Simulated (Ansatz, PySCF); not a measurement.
This Ansatz (a program for electronic structure) input computes a SVWN5/def2-TZVPD energy:

Ansatz 0.2 input:
```yaml
crystal:
  periodic: [false, false, false]
  atoms:
    - {symbol: Sn, position_ang: [-0.03671029, 0.03918510, -0.01708420]}
    - {symbol: H, position_ang: [0.48868748, -1.34950674, -1.04798386]}
    - {symbol: H, position_ang: [-0.31208782, -1.02448347, 1.41819917]}
    - {symbol: H, position_ang: [1.65891466, 0.41473540, 0.48399458]}
basis:
  gaussian:
    orbitals: def2-TZVPD
hamiltonian:
  xc: {name: SVWN5}
total_charge: -1
output: {forces: true}
```

**Question.** Write an input for the same energy in PySCF and say what it gives.

**Answer.** 
```python
from pyscf import gto, scf, dft

mol = gto.M(
    atom='''
    Sn   -0.03671029    0.03918510   -0.01708420
    H     0.48868748   -1.34950674   -1.04798386
    H    -0.31208782   -1.02448347    1.41819917
    H     1.65891466    0.41473540    0.48399458
    ''',
    basis='def2-tzvpd',
    ecp='def2-tzvp',
    charge=-1,
    spin=0,
    verbose=4,
)

mf = dft.RKS(mol, xc='svwn').density_fit(auxbasis='def2-universal-jkfit')
mf.grids.level = 3
mf.conv_tol = 1e-9
mf.max_cycle = 100
mf.max_memory = 1500
mf.kernel()
if not mf.converged:
    mf = mf.newton()
    mf.kernel(mf.make_rdm1())
mf.analyze()
```
It gives -215.74305 Eh, and Ansatz -215.74301 Eh, a difference of 0.04 mEh, from the treatment of integrals and grids.

Whether it binds its extra electron was not tested at this geometry.
